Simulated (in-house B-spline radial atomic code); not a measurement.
## Functionals against ionisation energies along an isoelectronic series: Cd to Sb³⁺

Ionisation energies as differences of self-consistent total energies from an all-electron radial atomic-structure program (B-spline basis): all electrons, radial basis limit, scalar-relativistic (one-electron X2C), spin-polarised at highest spin, spherical densities; exact exchange is averaged over the determinants of each configuration. No spin-orbit coupling, Breit or QED terms. NIST's values run from ground level to ground level, so in open shells the differences also hold multiplet and fine-structure energies that spherical high-spin averages miss. Columns give computed minus NIST, in eV; a star marks a semi-empirical value. Species are left out where the tabulated value is theory, is uncertain by more than 0.12 eV, or (13 ions, such as In⁴⁺, Te⁴⁺ and Bi⁴⁺) lies off its series for all methods alike, which flatters the means a little.

| species | shell | NIST (eV) | BLYP | RPBE | TPSS | LC-wPBE | BHandHLYP | r2SCAN0 |
| --- | --- | --- | --- | --- | --- | --- | --- | --- |
| Cd | 5s | 8.99 | +0.15 | -0.09 | -0.18 | -0.52 | -0.34 | -0.30 |
| In⁺ | 5s | 18.87 | ? | ? | ? | ? | ? | ? |
| Sn²⁺ | 5s | 30.51 | +0.34 | -0.01 | -0.16 | -0.35 | -0.28 | -0.36 |
| Sb³⁺ | 5s | 43.80 ± 0.03 | +0.35 | -0.03 | -0.21 | -0.33 | -0.33 | -0.47 |

**Question.** What are the differences for In⁺ ([Kr] 4d10 5s2)?

**Answer.** BLYP +0.24; RPBE -0.06; TPSS -0.18; LC-wPBE -0.45; BHandHLYP -0.32; r2SCAN0 -0.33 eV.

**Question.** How do the methods rank, and which species is hardest?

**Answer.** Mean absolute (signed) differences: RPBE 0.05 (-0.05) eV; TPSS 0.18 (-0.18) eV; BLYP 0.27 (+0.27) eV; BHandHLYP 0.32 (-0.32) eV; r2SCAN0 0.37 (-0.37) eV; LC-wPBE 0.41 (-0.41) eV. For Cd, which loses a 5s electron, the nearest method is off by -0.09 eV, the largest such miss.
